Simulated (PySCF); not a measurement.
Computed Raman spectrum (relative Raman activity) of a molecule C4H2BrCl. Coordinates come from a PBE0-D3(BJ)/def2-SVP optimisation. Other conformers were not sampled. These are PBE0-D3(BJ)/def2-SVP in PySCF 2.14.0 values and carry that method's errors. Frequencies are harmonic and unscaled.

```tsv
ν (cm⁻¹)	relative intensity
111	2.3
610	2.8
728	3.1
1055	2.2
1272	3.4
1661	37
2238	100
3256	21
3488	7.4
```

Which structure fits?
(A) C#C/C(Cl)=C\Br
(B) C#C/C=C(/Cl)Br
(C) C#C/C(Br)=C\Cl

A, C#C/C(Cl)=C\Br
